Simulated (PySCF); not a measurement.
Br₂Cl₂Sn, SMILES [Br][Sn]([Cl])([Br])[Cl], singlet at its PBE0/def2-SVP optimised geometry (Å):

```
5

Cl     1.5244    -1.1037     0.0000
Sn    -0.7990    -1.1037     0.0000
Cl    -1.5244     1.1037     0.0000
Br    -1.6210    -2.2383     2.0209
Br    -1.6192    -2.2394    -2.0210
```

Method: PBE0/def2-TZVP, def2 effective core potentials past Kr (PySCF). The core electrons that the potentials of Sn replace are not part of the density.

Map of the electron localisation function on the plane z = 0.8 Å:

```
|                             |
|                             |
|                             |
|                             |
|        ....                 |
|     ..:----:.               |
|    .:=+****=-.              |
|   .-+*#%%%%#+:.             |
|   :+#%@@@@@%*=.             |
|  .-*%@@@@@@%#=.             |
|  .=*%@@@@@@%*-              |
|  .=*%@@@@@%#+:     ..       |
|  .-+#%@@@%#*-    .---:.     |
|   .-+*####+-.   :=**+=:.    |
|    .:-====-:.. :+#%%#*=:    |
|       .:::....:=*%@@%#*-.   |
|       ....::..-+%@@@@%*=.   |
|      .::.:-::.-*%@@@@@#=:   |
|    ..:-:::--:.-*%@@@@@#=:   |
|   .:-=+=:.::..-*%@@@@@#=.   |
|  .:-=+**=:::..:=#%@@@%*=.   |
|  .-=+*##*+--:..-*%%@%#+-.   |
|  .-+*####*+=:. .-*###*-.    |
|  .-+*####*+-.   .-+++-:     |
|  .:=*####*+-.    .:::.      |
|   :-+****+=-.      .        |
|   .:-=+++=-:.               |
|    .:-----:.                |
|      ..:...                 |
```
Scale: ten equal steps from 0.000 (start of ' ') to 0.903 (end of '@'), in the order ' .:-=+*#%@'; x runs from -4.00 to 4.00, y from -4.00 (bottom) to 4.00 (top).
